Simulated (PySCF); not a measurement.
Si(Me)(vinyl)(OH)2 (C3H8O2Si), SMILES C=C[Si](C)(O)O.

Coordinates come from a PBE0-D3(BJ)/def2-SVP optimisation. The values are those of a single conformer.

All values below come from SMD-ωB97X/6-31G* (PySCF).

Solvation free energies are E(SMD) − E(gas) at the gas-phase geometry, for 1 M in both phases. In vacuum the dipole moment is 2.12 D.

```tsv
solvent	ΔG(solv) (kcal/mol)	its non-electrostatic (CDS) part	dipole (D)
water	-7.9	4.9	2.85
dichloromethane	-7.0	-0.3	2.52
tetrahydrofuran	-5.6	-0.5	2.47
```
